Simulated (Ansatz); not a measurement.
```yaml
crystal:
  periodic: [false, false, false]
  atoms:
    - {symbol: Ge, position_ang: [0.206549, -0.091253, 0.875274]}
    - {symbol: C, position_ang: [-0.168583, 0.085972, 2.782300]}
    - {symbol: C, position_ang: [0.804539, -0.740016, 3.631172]}
    - {symbol: H, position_ang: [-1.219818, -0.234901, 2.936667]}
    - {symbol: H, position_ang: [-0.118304, 1.167266, 3.026861]}
    - {symbol: H, position_ang: [0.586554, -0.632579, 4.713765]}
    - {symbol: H, position_ang: [0.740504, -1.816777, 3.376806]}
    - {symbol: H, position_ang: [1.853250, -0.421717, 3.463747]}
    - {symbol: O, position_ang: [1.909411, 0.277636, 0.466834]}
    - {symbol: C, position_ang: [2.276838, 1.321503, -0.435543]}
    - {symbol: C, position_ang: [2.214009, 0.885274, -1.893493]}
    - {symbol: H, position_ang: [1.637806, 2.222340, -0.290758]}
    - {symbol: H, position_ang: [3.317579, 1.610002, -0.167322]}
    - {symbol: H, position_ang: [2.585252, 1.691603, -2.559808]}
    - {symbol: H, position_ang: [2.836840, -0.016749, -2.062435]}
    - {symbol: H, position_ang: [1.169061, 0.656604, -2.185180]}
    - {symbol: O, position_ang: [-0.731562, 1.011617, -0.206343]}
    - {symbol: C, position_ang: [-2.154762, 1.033134, -0.142170]}
    - {symbol: C, position_ang: [-2.678251, 1.976720, -1.213169]}
    - {symbol: H, position_ang: [-2.575162, 0.009985, -0.297831]}
    - {symbol: H, position_ang: [-2.503280, 1.372865, 0.864549]}
    - {symbol: H, position_ang: [-3.785237, 2.035119, -1.181825]}
    - {symbol: H, position_ang: [-2.267389, 2.996371, -1.066113]}
    - {symbol: H, position_ang: [-2.374054, 1.628411, -2.221339]}
    - {symbol: O, position_ang: [-0.106365, -1.816116, 0.491443]}
    - {symbol: C, position_ang: [0.314080, -2.385325, -0.747027]}
    - {symbol: C, position_ang: [-0.684606, -2.134723, -1.871374]}
    - {symbol: H, position_ang: [1.321016, -2.002505, -1.033934]}
    - {symbol: H, position_ang: [0.424514, -3.478538, -0.571705]}
    - {symbol: H, position_ang: [-0.369651, -2.650115, -2.802383]}
    - {symbol: H, position_ang: [-1.689441, -2.510517, -1.590056]}
    - {symbol: H, position_ang: [-0.771327, -1.050600, -2.089608]}
basis:
  gaussian: {orbitals: def2-TZVP}
magnetization: {spin_polarized: true, initial_magnetization: 2}
hamiltonian: {xc: pbe0, dispersion: d4}
scf: {omitted_lower_state_checks: [starts]}
output: {orbitals: {seedname: orbitals}}
```

```sh
$ ansatz run in.yaml --threads 4 --pin off --events-out ev --progress --plain --max-ram 6963MiB
```

(1) Does this run fit into the memory that it is given?

## Answers

(1) No. It has 509 basis functions, and Ansatz plans for 9 GiB where 7 GiB are given.
